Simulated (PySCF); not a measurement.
SMILES C[CH2][Sn]([F])([Cl])[Cl] (C2H5Cl2FSn) at its PBE0/def2-SVP optimised geometry (Å):

```
11

C     -1.1049    -2.2037     1.4433
C     -1.6157    -0.7752     1.5420
Sn    -0.8016     0.4660     0.0000
F     -1.2889    -0.2262    -1.7377
Cl    -1.5343     2.6801     0.0000
Cl     1.5343     0.4660     0.0000
H     -0.0077    -2.2513     1.5134
H     -1.5160    -2.8122     2.2646
H     -1.4026    -2.6801     0.4972
H     -1.3385    -0.2882     2.4893
H     -2.7086    -0.7016     1.4330
```

Method: PBE0/def2-TZVP, def2 effective core potentials past Kr (PySCF). The core electrons that the potentials of Sn replace are not part of the density. Cells within 0.4 Å of a nucleus heavier than hydrogen are left out (blank, or x).

Map of the electron localisation function on the plane z = 0.0 Å:

```
|0000000000000000000000000000000|
|0000000000000000000000000000000|
|0000000012233210000000000000000|
|0000001245666531000000000000000|
|0000012567888763100000000000000|
|0000024788788875100000000000000|
|0000136884xx7875100000000000000|
|0000146891xx2874000000000000000|
|0000136885x16862000232100000000|
|0000025788778741003565420000000|
|0000013567775321136787641000000|
|0000001233311111368888863000000|
|0000000011136741478448874100000|
|000000001127xx72383xx1874100000|
|000000001227xx72382xx1874100000|
|0000000012247751377117874100000|
|0000000012222321368888863100000|
|0000000001222211247888742000000|
|0000000000111100025666421000000|
|0000000000000000001333210000000|
|0000000000000000000000000000000|
|0000000003665200000000000000000|
|0000000059999610000000000000000|
|0000000389999820000000000000000|
|0000000499999820000000000000000|
|0000000289999710000000000000000|
|0000000038998400000000000000000|
|0000000001342000000000000000000|
|0000000000000000000000000000000|
|0000000000000000000000000000000|
|0000000000000000000000000000000|
```
Scale: ten equal steps from 0.000 (start of '0') to 0.996 (end of '9'), in the order '0123456789'; x runs from -5.00 to 5.00, y from -5.00 (bottom) to 5.00 (top).
